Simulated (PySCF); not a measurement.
C5H9NO, charge +1, doublet (typed; the unrestricted solution is spin-contaminated), geometry from GFN2-xTB (a state made from the parent by changing its charge; the spin is typed, not shown lowest); CCSD(T)/STO-3G (PySCF).

Input for PySCF:
```python
from pyscf import gto, scf, cc

mol = gto.M(
    atom='''
C     2.08290251   -0.15773836    0.01506926
N     0.71310419    0.16101625   -0.05748051
C     0.15602674    1.20233856   -0.82941083
C    -1.35453176    0.98002381   -0.83561479
C    -1.60167369   -0.11405323    0.19573197
C    -0.25587254   -0.68109197    0.53584027
O     0.04927917   -1.63159654    1.18746586
H     2.70299919    0.73037302   -0.11236168
H     2.37245598   -0.87291823   -0.77098774
H     2.27762806   -0.66757728    0.96513872
H     0.59395564    1.24007247   -1.83703516
H     0.41594103    2.17568508   -0.37720793
H    -1.90850096    1.89099173   -0.60556424
H    -1.68257862    0.66808200   -1.83045620
H    -2.03019542    0.27501777    1.12557977
H    -2.28877504   -0.89094107   -0.14416402
''',
    basis='sto-3g',
    charge=1,
    spin=1,
    verbose=4,
)

mf = scf.UHF(mol)
mf.kernel()

mycc = cc.CCSD(mf, frozen=7)
mycc.kernel()
et = mycc.ccsd_t()
print('E(CCSD(T)) = %.10f' % (mycc.e_tot + et))
```

Output, abridged:

```
PySCF version 2.14.0

[INPUT] verbose = 4
[INPUT] num. atoms = 16
[INPUT] num. electrons = 53
[INPUT] charge = 1
[INPUT] spin (= nelec alpha-beta = 2S) = 1
[INPUT] symmetry False subgroup None
[INPUT] Mole.unit = angstrom
[INPUT] Symbol           X                Y                Z      unit          X                Y                Z       unit  Magmom
[INPUT]  1 C      2.082902510000  -0.157738360000   0.015069260000 AA    3.936115288069  -0.298082299738   0.028476774300 Bohr   0.0
[INPUT]  2 N      0.713104190000   0.161016250000  -0.057480510000 AA    1.347571617380   0.304276614104  -0.108622421400 Bohr   0.0
[INPUT]  3 C      0.156026740000   1.202338560000  -0.829410830000 AA    0.294847806709   2.272090587404  -1.567359313448 Bohr   0.0
[INPUT]  4 C     -1.354531760000   0.980023810000  -0.835614790000 AA   -2.559694053425   1.851976596453  -1.579083098736 Bohr   0.0
[INPUT]  5 C     -1.601673690000  -0.114053230000   0.195731970000 AA   -3.026724615022  -0.215529368322   0.369879817122 Bohr   0.0
[INPUT]  6 C     -0.255872540000  -0.681091970000   0.535840270000 AA   -0.483529023397  -1.287077288940   1.012591356813 Bohr   0.0
[INPUT]  7 O      0.049279170000  -1.631596540000   1.187465860000 AA    0.093124134946  -3.083270606388   2.243985257671 Bohr   0.0
[INPUT]  8 H      2.702999190000   0.730373020000  -0.112361680000 AA    5.107928184021   1.380204976571  -0.212332802096 Bohr   0.0
[INPUT]  9 H      2.372455980000  -0.872918230000  -0.770987740000 AA    4.483292044787  -1.649576383840  -1.456955673997 Bohr   0.0
[INPUT] 10 H      2.277628060000  -0.667577280000   0.965138720000 AA    4.304093247024  -1.261538226182   1.823847853013 Bohr   0.0
[INPUT] 11 H      0.593955640000   1.240072470000  -1.837035160000 AA    1.122413489741   2.343397342913  -3.471493333597 Bohr   0.0
[INPUT] 12 H      0.415941030000   2.175685080000  -0.377207930000 AA    0.786014630670   4.111448934502  -0.712819679714 Bohr   0.0
[INPUT] 13 H     -1.908500960000   1.890991730000  -0.605564240000 AA   -3.606544122870   3.573456473517  -1.144350564430 Bohr   0.0
[INPUT] 14 H     -1.682578620000   0.668082000000  -1.830456200000 AA   -3.179612774849   1.262492008752  -3.459060901012 Bohr   0.0
[INPUT] 15 H     -2.030195420000   0.275017770000   1.125579770000 AA   -3.836513323146   0.519708264689   2.127037496651 Bohr   0.0
[INPUT] 16 H     -2.288775040000  -0.890941070000  -0.144164020000 AA   -4.325157986340  -1.683634615427  -0.272430514816 Bohr   0.0

nuclear repulsion = 317.597581196554
number of shells = 30
number of NR pGTOs = 132
number of NR cGTOs = 44
basis = sto-3g
ecp = {}

******** <class 'pyscf.scf.uhf.UHF'> ********
method = UHF
initial guess = minao
damping factor = 0
level_shift factor = 0
DIIS = <class 'pyscf.scf.diis.CDIIS'>
diis_start_cycle = 1
diis_space = 8
diis_damp = 0
SCF conv_tol = 1e-09
SCF conv_tol_grad = None
SCF max_cycles = 50
direct_scf = True
direct_scf_tol = 1e-13
number electrons alpha = 27  beta = 26
Set gradient conv threshold to 3.16228e-05
init E= -321.856616339906

cycle= 1 E= -319.380269915394  delta_E= 2.48  |g|= 0.586  |ddm|= 3.57
cycle= 2 E= -319.508462692517  delta_E= -0.128  |g|= 0.53  |ddm|= 1.33
cycle= 3 E= -319.654211132685  delta_E= -0.146  |g|= 0.0786  |ddm|= 0.605
cycle= 4 E= -319.667045187463  delta_E= -0.0128  |g|= 0.0412  |ddm|= 0.203
cycle= 5 E= -319.671757847459  delta_E= -0.00471  |g|= 0.0308  |ddm|= 0.115
cycle= 6 E= -319.675271928159  delta_E= -0.00351  |g|= 0.027  |ddm|= 0.0978
cycle= 7 E= -319.68170902021  delta_E= -0.00644  |g|= 0.0095  |ddm|= 0.262
cycle= 8 E= -319.682068064152  delta_E= -0.000359  |g|= 0.00323  |ddm|= 0.0502
cycle= 9 E= -319.682101476621  delta_E= -3.34e-05  |g|= 0.00125  |ddm|= 0.0148
cycle= 10 E= -319.682105710904  delta_E= -4.23e-06  |g|= 0.000662  |ddm|= 0.00645
cycle= 11 E= -319.682106790667  delta_E= -1.08e-06  |g|= 0.000533  |ddm|= 0.00327
cycle= 12 E= -319.682108058776  delta_E= -1.27e-06  |g|= 0.00047  |ddm|= 0.0046
cycle= 13 E= -319.682108876076  delta_E= -8.17e-07  |g|= 0.000489  |ddm|= 0.00586
cycle= 14 E= -319.68210986876  delta_E= -9.93e-07  |g|= 0.000448  |ddm|= 0.00715
cycle= 15 E= -319.682111024144  delta_E= -1.16e-06  |g|= 0.000102  |ddm|= 0.00405
cycle= 16 E= -319.682111128511  delta_E= -1.04e-07  |g|= 3.74e-05  |ddm|= 0.00184
cycle= 17 E= -319.682111134321  delta_E= -5.81e-09  |g|= 1.41e-05  |ddm|= 0.000381
cycle= 18 E= -319.682111134827  delta_E= -5.06e-10  |g|= 5.52e-06  |ddm|= 7.57e-05
Extra cycle  E= -319.682111134873  delta_E= -4.62e-11  |g|= 3.48e-06  |ddm|= 9.91e-06
converged SCF energy = -319.682111134873  <S^2> = 1.0267279  2S+1 = 2.2598477

******** <class 'pyscf.cc.uccsd.UCCSD'> ********
CC2 = 0
CCSD nocc = (np.int64(20), np.int64(19)), nmo = (37, 37)
frozen orbitals 7
max_cycle = 50
direct = 0
conv_tol = 1e-07
conv_tol_normt = 1e-06
diis_space = 6
diis_start_cycle = 0
diis_start_energy_diff = 1e+09
Init t2, MP2 energy = -0.323090483851883
Init E_corr(UCCSD) = -0.323090483863939
cycle = 1  E_corr(UCCSD) = -0.382714036143671  dE = -0.0596235523  norm(t1,t2) = 0.118182
cycle = 2  E_corr(UCCSD) = -0.406139028430917  dE = -0.0234249923  norm(t1,t2) = 0.0622459
cycle = 3  E_corr(UCCSD) = -0.428321685755886  dE = -0.0221826573  norm(t1,t2) = 0.0428578
cycle = 4  E_corr(UCCSD) = -0.431897720580296  dE = -0.00357603482  norm(t1,t2) = 0.0194528
cycle = 5  E_corr(UCCSD) = -0.431756477495358  dE = 0.000141243085  norm(t1,t2) = 0.0102097
cycle = 6  E_corr(UCCSD) = -0.432237655861315  dE = -0.000481178366  norm(t1,t2) = 0.00352406
cycle = 7  E_corr(UCCSD) = -0.432284954765906  dE = -4.72989046e-05  norm(t1,t2) = 0.00209195
cycle = 8  E_corr(UCCSD) = -0.432326581751836  dE = -4.16269859e-05  norm(t1,t2) = 0.00158324
cycle = 9  E_corr(UCCSD) = -0.432348380622938  dE = -2.17988711e-05  norm(t1,t2) = 0.00130309
cycle = 10  E_corr(UCCSD) = -0.432355284518028  dE = -6.90389509e-06  norm(t1,t2) = 0.000960816
cycle = 11  E_corr(UCCSD) = -0.432344124999693  dE = 1.11595183e-05  norm(t1,t2) = 0.000796942
cycle = 12  E_corr(UCCSD) = -0.432325941007537  dE = 1.81839922e-05  norm(t1,t2) = 0.000644816
cycle = 13  E_corr(UCCSD) = -0.432319505023365  dE = 6.43598417e-06  norm(t1,t2) = 0.000437139
cycle = 14  E_corr(UCCSD) = -0.43232777458934  dE = -8.26956597e-06  norm(t1,t2) = 0.000228771
cycle = 15  E_corr(UCCSD) = -0.43233266764548  dE = -4.89305614e-06  norm(t1,t2) = 0.000104401
cycle = 16  E_corr(UCCSD) = -0.432333538845547  dE = -8.71200067e-07  norm(t1,t2) = 5.71773e-05
cycle = 17  E_corr(UCCSD) = -0.432331502004531  dE = 2.03684102e-06  norm(t1,t2) = 3.68129e-05
cycle = 18  E_corr(UCCSD) = -0.432329389019936  dE = 2.1129846e-06  norm(t1,t2) = 2.39321e-05
cycle = 19  E_corr(UCCSD) = -0.43232856862579  dE = 8.20394145e-07  norm(t1,t2) = 1.56968e-05
cycle = 20  E_corr(UCCSD) = -0.432327875537749  dE = 6.93088041e-07  norm(t1,t2) = 1.20078e-05
cycle = 21  E_corr(UCCSD) = -0.432327960709662  dE = -8.51719125e-08  norm(t1,t2) = 8.28044e-06
cycle = 22  E_corr(UCCSD) = -0.432328204025579  dE = -2.43315917e-07  norm(t1,t2) = 7.24139e-06
cycle = 23  E_corr(UCCSD) = -0.432328321519553  dE = -1.17493974e-07  norm(t1,t2) = 5.80117e-06
cycle = 24  E_corr(UCCSD) = -0.432328176116553  dE = 1.45402999e-07  norm(t1,t2) = 3.81545e-06
cycle = 25  E_corr(UCCSD) = -0.432328054195498  dE = 1.21921056e-07  norm(t1,t2) = 2.52259e-06
cycle = 26  E_corr(UCCSD) = -0.432328025347871  dE = 2.8847627e-08  norm(t1,t2) = 1.42409e-06
cycle = 27  E_corr(UCCSD) = -0.432328051050155  dE = -2.57022848e-08  norm(t1,t2) = 8.20596e-07
UCCSD converged
E(UCCSD) = -320.1144391859233  E_corr = -0.4323280510501555
UCCSD(T) correction = -0.00638192786968531
E(CCSD(T)) = -320.1208211138
```
